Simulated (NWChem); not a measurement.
H$_{2}$AlF in NWChem

```xyz
4

Al     0.0000     0.0000    -0.5654
H     -1.4088     0.0000    -1.2803
H      1.4088     0.0000    -1.2803
F      0.0000     0.0000     1.1012
```
Charge 0, spin multiplicity 1.

Program: NWChem. All single points use one geometry, from PBE0/def2-SVP, a minimum by its harmonic frequencies.

Symmetry labels belong to the abelian group C2v used in the runs, with the axes of the coordinates shown.

The structure started from a generated list of species.

List the lowest 6 singlet excitations that TD-PBE/def2-SVPD gives, with oscillator strengths.


```
state  symmetry  energy (eV)  wavelength (nm)      f
-----  --------  -----------  ---------------  -----
1            a2         5.40              230  0.000
2            b1         6.99              177  0.002
3            b2         7.37              168  0.079
4            a2         7.42              167  0.000
5            a1         7.78              159  0.008
6            b1         7.86              158  0.116
```
